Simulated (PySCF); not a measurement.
**First hyperpolarisability: `CB(C)C(F)=C=C=C=CF`, C₇H₇BF₂**

Molfile (atoms numbered from 1):
```
C7H7BF2
     RDKit          3D

 17 16  0  0  0  0  0  0  0  0999 V2000
   -1.0857    1.4958   -0.2636 C   0  0  0  0  0  0  0  0  0  0  0  0
   -1.6042    0.0322   -0.0669 B   0  0  0  0  0  0  0  0  0  0  0  0
   -3.1273   -0.3199    0.0060 C   0  0  0  0  0  0  0  0  0  0  0  0
   -0.5725   -1.1454    0.0745 C   0  0  0  0  0  0  0  0  0  0  0  0
   -1.0648   -2.3926    0.1570 F   0  0  0  0  0  0  0  0  0  0  0  0
    0.7451   -0.9695    0.1219 C   0  0  0  0  0  0  0  0  0  0  0  0
    1.9915   -0.6889    0.1634 C   0  0  0  0  0  0  0  0  0  0  0  0
    3.2418   -0.4059    0.2061 C   0  0  0  0  0  0  0  0  0  0  0  0
    4.5255   -0.1157    0.1893 C   0  0  0  0  0  0  0  0  0  0  0  0
    5.2221    0.1640    1.2842 F   0  0  0  0  0  0  0  0  0  0  0  0
   -0.0625    1.6787    0.0948 H   0  0  0  0  0  0  0  0  0  0  0  0
   -1.0765    1.6784   -1.3563 H   0  0  0  0  0  0  0  0  0  0  0  0
   -1.7699    2.2468    0.1601 H   0  0  0  0  0  0  0  0  0  0  0  0
   -3.3896   -0.2868    1.0827 H   0  0  0  0  0  0  0  0  0  0  0  0
   -3.7736    0.4171   -0.4933 H   0  0  0  0  0  0  0  0  0  0  0  0
   -3.3707   -1.3366   -0.3340 H   0  0  0  0  0  0  0  0  0  0  0  0
    5.1302   -0.0803   -0.7236 H   0  0  0  0  0  0  0  0  0  0  0  0
  1  2  1  0
  2  3  1  0
  2  4  1  0
  4  5  1  0
  4  6  2  0
  6  7  2  0
  7  8  2  0
  8  9  2  0
  9 10  1  0
  1 11  1  0
  1 12  1  0
  1 13  1  0
  3 14  1  0
  3 15  1  0
  3 16  1  0
  9 17  1  0
M  END
```

Computed with PySCF, quadratic response CAM-B3LYP/aug-cc-pVDZ first hyperpolarisability, Taylor convention, gas phase. Geometry: PBE0-D3(BJ)/def2-SVP.

Q: What is the first hyperpolarisability, and how does it disperse?

A: In 10⁻³⁰ esu, Taylor convention; the vector part is βᵢ = ⅓ Σⱼ (βᵢⱼⱼ + βⱼᵢⱼ + βⱼⱼᵢ); β∥ is 3/5 of the vector part along the dipole, the dipole points from − to +:
| process | λ (nm) | β vector norm | β∥ | β HRS | depolarisation ratio |
| --- | --- | --- | --- | --- | --- |
| static β(0;0,0) | ∞ | 4.36 | -1.89 | 1.93 | 4.08 |
| second harmonic β(−2ω;ω,ω) | 1907 | 4.88 | -2.06 | 2.16 | 4.16 |
| Pockels β(−ω;ω,0) | 1907 | 4.52 | -1.95 | – | – |
| second harmonic β(−2ω;ω,ω) | 1064 | 6.51 | -2.56 | 2.86 | 4.30 |
| Pockels β(−ω;ω,0) | 1064 | 4.92 | -2.07 | – | – |

Q: Which lowest excitations, dipole and polarisabilities go with it?

A: S1 3.16 eV (f = 0.000); S2 3.95 eV (f = 0.001); S3 4.39 eV (f = 0.193); dipole 1.87 D; isotropic α 128.8 au static, 129.7 au at 1907 nm, 131.9 au at 1064 nm, 132.7 au at 953.5 nm, 143.1 au at 532 nm.
